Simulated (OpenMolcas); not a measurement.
# Tb3+: CASPT2 settings compared

```yaml
Program: OpenMolcas 26.06
Basis: ANO-RCC-VTZP [8s7p5d3f2g1h]
Scalar_Hamiltonian: X2C, point nucleus
Active_space: 8 electrons in 7 orbitals (4f)
State_averaging: 2S+1 = 7 even, 7 roots; 2S+1 = 5 even, 5 roots kept (CI in the orbitals of an earlier block, 0 in the spin-orbit step)
Spin-orbit_coupling: state interaction with AMFI integrals over the reference wave functions, term energies averaged over their components
```

Methods on the same reference wave functions:
A. CASSCF
B. SS-CASPT2, IPEA 0.75 Eh, imaginary shift 0.5 Eh (closed shells correlated: 5s 5p)
C. SS-CASPT2, IPEA 0 Eh, sigma2 regulariser 0.25 Eh (closed shells correlated: 5s 5p)
D. SS-CASPT2, IPEA 0.2 Eh, no level shift (closed shells correlated: 5s 5p)

Energies in cm-1 above 4f8 7F6, the measured ground level; measured values from Martin, Zalubas and Hagan, Atomic Energy Levels: The Rare-Earth Elements, NSRDS-NBS 60 (1978).

```csv
Level,A,B,C,D,Measured
4f8 7F6,0.0,0.0,0.0,0.0,0.0
4f8 7F5,1791,1791,1791,1791,2052
4f8 7F4,3284,3280,3280,3280,3314
4f8 7F3,4478,4480,4480,4480,4292
4f8 7F2,5373,5370,5370,5370,4978
4f8 7F1,5970,5970,5970,5970,5432
4f8 7F0,6269,6270,6270,6270,5654
```

Deviations, from unrounded energies. A percentage is the sum of absolute deviations over the sum of measured energies, with the sign that they share, or ± where signs differ.

| Against measurement | Levels | A | B | C | D |
| --- | --- | --- | --- | --- | --- |
| mean absolute deviation (cm-1) | 6 | 340 | 340 | 340 | 340 |
| fine structure of the ground term (%) | 6 | ±7.9 | ±7.9 | ±7.9 | ±7.9 |

A, B, C, D lie about equally close to measurement. The largest miss of C in the table is 4f8 7F0, by +620 cm-1. The ranking rests on the paired levels alone, and a cruder setting can come out closer through cancelling errors.

Among B to D no level of the table moves by more than 5 cm-1.

The two smallest mean deviations differ by little beside CASPT2's spread within terms, so their order carries little weight.

The lowest spin-free term lies below A's lowest term by 0.614 hartree in B, 0.640 hartree in C, 0.632 hartree in D.

CASPT2 does not keep the components of a term degenerate, so their means are used; among the terms shown or strongly mixed into the levels shown the widest spread is 28 cm-1 (4f8 7F, B). High states are left out of the spin-orbit mixing, which shifts the levels that they would mix with. Without dynamic correlation excited terms often stand tens of per cent too high (terms of higher spin than the ground term too low), and those without a measured partner can miss by more than the paired ones (holds for A). Computed and measured levels are paired by configuration, term and J; levels that our copy of the source lacks, or whose pairing is in doubt (as where it misses far off the trend of its configuration), stay unpaired and out of the deviations. Only configurations of the active space appear.
